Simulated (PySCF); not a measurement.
## Magnetic susceptibility: `C#C[C@@]12C[C@H]3[C@@H](C1=O)[C@H]32`, C$_{8}$H$_{6}$O

Molfile (atoms numbered from 1):
```
C8H6O
     RDKit          3D

 15 17  0  0  0  0  0  0  0  0999 V2000
    2.9576    0.4318   -0.7974 C   0  0  0  0  0  0  0  0  0  0  0  0
    1.8037    0.3201   -0.4925 C   0  0  0  0  0  0  0  0  0  0  0  0
    0.4314    0.1771   -0.1462 C   0  0  1  0  0  0  0  0  0  0  0  0
   -0.0902    0.4485    1.2834 C   0  0  0  0  0  0  0  0  0  0  0  0
   -1.1856   -0.5484    0.9551 C   0  0  1  0  0  0  0  0  0  0  0  0
   -1.6276   -0.2719   -0.4725 C   0  0  1  0  0  0  0  0  0  0  0  0
   -0.7014    0.7382   -1.0231 C   0  0  0  0  0  0  0  0  0  0  0  0
   -0.7332    1.4943   -1.9470 O   0  0  0  0  0  0  0  0  0  0  0  0
   -0.4115   -1.1447   -0.1656 C   0  0  1  0  0  0  0  0  0  0  0  0
    3.9658    0.5410   -1.0641 H   0  0  0  0  0  0  0  0  0  0  0  0
    0.5898    0.0791    2.0486 H   0  0  0  0  0  0  0  0  0  0  0  0
   -0.3824    1.4755    1.5028 H   0  0  0  0  0  0  0  0  0  0  0  0
   -1.8467   -1.0372    1.6509 H   0  0  0  0  0  0  0  0  0  0  0  0
   -2.5916   -0.5596   -0.8544 H   0  0  0  0  0  0  0  0  0  0  0  0
   -0.1826   -2.1359   -0.4999 H   0  0  0  0  0  0  0  0  0  0  0  0
  1  2  3  0
  3  2  1  6
  3  4  1  0
  4  5  1  0
  5  6  1  0
  6  7  1  0
  7  8  2  0
  6  9  1  0
  7  3  1  0
  9  3  1  0
  9  5  1  0
  1 10  1  0
  4 11  1  0
  4 12  1  0
  5 13  1  1
  6 14  1  1
  9 15  1  1
M  END
```

Theory: GIAO B97-2/pcSseg-1 magnetisability, rotational g tensor and spin-rotation constants, non-relativistic, gas phase (PySCF). Geometry: GFN2-xTB.

Task: What are the magnetisability and the molar susceptibility?

Result: Isotropic -1234 × 10⁻³⁰ J/T², or -74.3 × 10⁻⁶ cm³/mol; principal values -1430, -1283, -990 × 10⁻³⁰ J/T², anisotropy 389 × 10⁻³⁰ J/T² (root of half the summed squared differences of the principal values). The susceptibility is in cgs units.

Task: Split it along the inertial axes a, b, c into diamagnetic and paramagnetic parts about the centre of mass, with the quadrupole moment.

Result: 
```csv
axis,χ (10⁻⁶ cm³/mol),diamagnetic (10⁻⁶ cm³/mol),paramagnetic (10⁻⁶ cm³/mol),summed x² of all electrons (Å²),quadrupole Θ (D Å)
a,-81.3,-522.9,441.6,146.3,+10.66
b,-61.5,-773.6,712.1,87.2,-11.82
c,-80.1,-990.4,910.2,36.1,+1.16
```
Anisotropies 2χaa − χbb − χcc = -20.9 and 2χbb − χaa − χcc = +38.3 × 10⁻⁶ cm³/mol. Θ is traceless in Buckingham's convention.

Task: And the rotational g tensor?

Result: 
```tsv
axis	rotational constant (GHz)	g	nuclear part	electronic part
a	2.7902	-0.0186	0.5603	-0.5789
b	1.7623	-0.0171	0.5724	-0.5895
c	1.3100	-0.0060	0.5542	-0.5602
```
Asymmetric top; isotopes 12C, 1H, 16O; no vibrational averaging.
